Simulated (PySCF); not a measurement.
C4H2F2O2, SMILES O=C1COC(F)=C1F. Atoms are numbered in the order given.

```xyz
10

O     -0.2991     2.3990     0.0000
C      0.0512     1.2414     0.0000
C      1.5087     0.7416     0.0000
O      1.4445    -0.7038     0.0000
C      0.1569    -1.0260     0.0000
F     -0.0891    -2.3043     0.0000
C     -0.7239     0.0089     0.0000
F     -2.0468    -0.0842     0.0000
H      2.0509     1.0692     0.8989
H      2.0509     1.0692    -0.8989
```

Coordinates come from a B3LYP-D3(BJ)/def2-SVP optimisation. This is a generated structure with no PubChem entry under its InChIKey; it may be hypothetical. The values are those of a single conformer.

Two levels are set side by side: PBE/pcSseg-1 (PySCF) and HF/pcSseg-1 (PySCF). GIAO shifts against CFCl3 (¹⁹F), H2O (¹⁷O), TMS (¹H), TMS (¹³C) at the same level; non-relativistic, no solvent, atoms listed together averaged. Differences are taken from unrounded values.

| quantity | PBE |
|---|---|
| δ(¹⁷O) of O1 (ppm) | 547.1 |
| δ(¹³C) of C2 (ppm) | 184.0 |
| δ(¹³C) of C3 (ppm) | 79.6 |
| δ(¹⁷O) of O4 (ppm) | 148.1 |
| δ(¹³C) of C5 (ppm) | 183.3 |
| δ(¹⁹F) of F6 (ppm) | -104.6 |
| δ(¹³C) of C7 (ppm) | 132.4 |
| δ(¹⁹F) of F8 (ppm) | -234.5 |
| δ(¹H) of H9, H10 (ppm) | 4.71 |

Question: These are the PBE values. What does HF give? (The exact figures need the calculation; the answer reports its results.)

Answer: 
```json
[
 {"quantity": "δ(¹⁷O) of O1 (ppm)", "HF": "551.1", "PBE minus HF": "-4.0"},
 {"quantity": "δ(¹³C) of C2 (ppm)", "HF": "193.8", "PBE minus HF": "-9.8"},
 {"quantity": "δ(¹³C) of C3 (ppm)", "HF": "70.8", "PBE minus HF": "8.9"},
 {"quantity": "δ(¹⁷O) of O4 (ppm)", "HF": "87.9", "PBE minus HF": "60.2"},
 {"quantity": "δ(¹³C) of C5 (ppm)", "HF": "179.0", "PBE minus HF": "4.3"},
 {"quantity": "δ(¹⁹F) of F6 (ppm)", "HF": "-57.8", "PBE minus HF": "-46.7"},
 {"quantity": "δ(¹³C) of C7 (ppm)", "HF": "126.3", "PBE minus HF": "6.1"},
 {"quantity": "δ(¹⁹F) of F8 (ppm)", "HF": "-196.4", "PBE minus HF": "-38.1"},
 {"quantity": "δ(¹H) of H9, H10 (ppm)", "HF": "4.72", "PBE minus HF": "-0.01"}
]
```

Rough cost on one machine, each run with all the roots and properties that it gave: HF against PBE within a factor of 2.
